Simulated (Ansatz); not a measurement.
`N[SiH2]S[SiH](N)O` + `[AlH2][SeH]` → `N[SiH2][AlH][SeH]` + `N[SiH](O)S`  (formal exchange of groups at the Si–S bond)

Calculated with Ansatz (gas phase, PBE0-D4/def2-TZVP geometries, no zero-point term in ΔE). CBS: MP2 limit from def2 TZ/QZ plus the TZ coupled-cluster correction, frozen cores. DFT in def2-TZVPP. B3LYP here is the variant with VWN-RPA as its local correlation; programs differ in this. For Se outer-core shells are correlated without core-valence functions, which leaves a few kJ/mol of doubt a bond. Scalar relativity is left out up to krypton. One conformer a species, not always the lowest.

```json
{"level": "PBE-D4", "ΔE (kcal/mol)": "20.8"}
{"level": "r2SCAN-D4", "ΔE (kcal/mol)": "22.8"}
{"level": "PBE", "ΔE (kcal/mol)": "19.3"}
{"level": "r2SCAN", "ΔE (kcal/mol)": "22.5"}
{"level": "PBE0", "ΔE (kcal/mol)": "20.3"}
{"level": "B3LYP", "ΔE (kcal/mol)": "20.3"}
{"level": "HF/def2-TZVPP", "ΔE (kcal/mol)": "20.6"}
{"level": "SCS-MP2/def2-QZVPP", "ΔE (kcal/mol)": "24.0"}
```

Q: What does CCSD(T)/CBS give? (Estimate.)

A: Ansatz gave: +22.8 kcal/mol. The listed levels differ from it by -2.0, 0.0, -3.5, -0.3, -2.5, -2.5, -2.2, 1.2 kcal/mol.

Largest T1 diagnostic among the species: 0.012.

From PBE to PBE0 (25 % exact exchange), in def2-TZVPP and without D4, ΔE moves by +1.0 kcal/mol. In def2-TZVPP, CCSD(T) changes the Hartree–Fock value by +1.6 kcal/mol (the triples alone add +0.7 kcal/mol) and MP2 by +4.6 kcal/mol. The D4 term adds +2.3 kcal/mol with B3LYP and +1.2 kcal/mol with PBE0; it sums over pairs of atoms, weighted by their polarisabilities, and B3LYP, whose exchange is more repulsive, gets the larger term.
